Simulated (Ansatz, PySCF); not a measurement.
Molecule: sum formula BNH$_{4}$, charge 1, multiplicity 2. 
Coordinates optimised at B3LYP-D3(BJ)/def2-TZVP (Ansatz, an electronic-structure program):
```xyz
6

B     -0.8013     0.0372    -0.0132
N      0.6302    -0.0292     0.0104
H     -1.4449    -0.8068     0.5499
H     -1.3451     0.9362    -0.5960
H      1.2099     0.5396     0.6352
H      1.1751    -0.6502    -0.5957
```
Charge +1, spin multiplicity 2.

Total electronic energies in hartree. Correlated levels leave the core frozen unless marked. Open shells are spin-unrestricted. No spin-orbit coupling. No relativistic terms. Basis-set limits of correlation are two-point, X^-3; Hartree-Fock from the larger set. The bracket is a focal-point correction in the basis named.

| level | program | energy (Eh) |
|---|---|---|
| HF/cc-pwCVTZ | Ansatz | -81.18784 |
| HF-D3(BJ)/def2-TZVPD | PySCF + dftd3 | -81.20880 |
| TPSS/def2-TZVPD | PySCF | -81.70857 |
| B3LYP/def2-TZVPD | Ansatz | -81.69563 |
| BHLYP/def2-TZVPD | Ansatz | -81.64380 |
| r2SCANh-D4/def2-TZVPD | Ansatz + dftd4 | -81.63264 |
| PW6B95-D4/def2-TZVPD | PySCF + dftd4 | -81.78772 |
| MN15-D3(BJ)/def2-TZVPD | PySCF + dftd3 | -81.57763 |
| CAM-B3LYP/def2-TZVPD | Ansatz | -81.63870 |
| MP2/6-31G* | Ansatz | -81.35224 |
| MP2/aug-cc-pVDZ | Ansatz | -81.38880 |
| RI-MP2/CBS(aug-cc-pVTZ,aug-cc-pVQZ) | Ansatz | -81.4956 |
| RI-MP2/CBS(cc-pVTZ,cc-pVQZ) | Ansatz | -81.4952 |
| SCS-MP2/cc-pVDZ | Ansatz | -81.38348 |
| SCS-MP2/def2-SVP | Ansatz | -81.31780 |
| SCS-MP2/def2-SVPD | Ansatz | -81.32856 |
| CCSD/def2-TZVPP | Ansatz | -81.49214 |
| CCSD(T)/cc-pVDZ | Ansatz | -81.41991 |
| CCSD(T)/cc-pVTZ | Ansatz | -81.49947 |
| CCSD(T)/def2-TZVPPD | Ansatz | -81.50182 |
| RI-MP2/CBS(cc-pVTZ,cc-pVQZ)+[CCSD(T)-MP2]/cc-pVDZ | Ansatz | -81.5371 |
| RI-MP2/CBS(def2-TZVPP,def2-QZVPP)+[CCSD(T)-MP2]/def2-SVP | Ansatz | -81.5367 |
| RI-MP2/CBS(aug-cc-pVTZ,aug-cc-pVQZ)+[CCSD(T)-MP2]/aug-cc-pVTZ | Ansatz | -81.5382 |

Totals of different functionals don't rank their quality; only differences between species are comparable.
